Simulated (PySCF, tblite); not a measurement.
Isomers of C4H10FPSi, one GFN2-xTB conformer each. Single-point energies are computed at PBE0/pcSseg-1 (PySCF, gas phase, no added dispersion term), electronic only.

Question: Rank them by PBE0/pcSseg-1 energy, lowest first (kJ/mol).
A. `[F:1][SiH:2]1[CH2:3][CH2:4][PH:5][CH2:6][CH2:7]1` with F1–Si2–C3–C4 74°, Si2–C3–C4–P5 62°, C3–C4–P5–C6 -74°, C4–P5–C6–C7 74°
B. `[H]/P=C(/[Si](C)(C)C)F`

Answer: A (0.0), B (201.7).

As drawn, the lower has an Si–F bond, which the higher lacks. GFN2-xTB itself gives, in the same order: 0.0, 312.3. Both levels put the same isomer lowest.

Q: Which frontier levels, dipoles and rotational constants go with these structures?

A: 
```
                SMILES  HOMO (eV, PBE0/pcSseg-1)  LUMO (eV)  dipole (D)     A, B, C (MHz)
         F[SiH]1CCPCC1                     -7.00       0.54        0.61  2758, 1407, 1124
[H]/P=C(\F)[Si](C)(C)C                     -7.25      -1.72        1.55  2133, 1210, 1035
```

Q: What happens when harmonic zero-point energies from GFN2-xTB frequencies are added?

A: 
```json
{"SMILES": "F[SiH]1CCPCC1", "ZPE (kJ/mol)": "342.9", "electronic (kJ/mol)": "0.0", "with ZPE (kJ/mol)": "0.0"}
{"SMILES": "[H]/P=C(\\F)[Si](C)(C)C", "ZPE (kJ/mol)": "333.7", "electronic (kJ/mol)": "201.7", "with ZPE (kJ/mol)": "192.5"}
```

The zero-point energies span 9.2 kJ/mol. The order is unchanged.
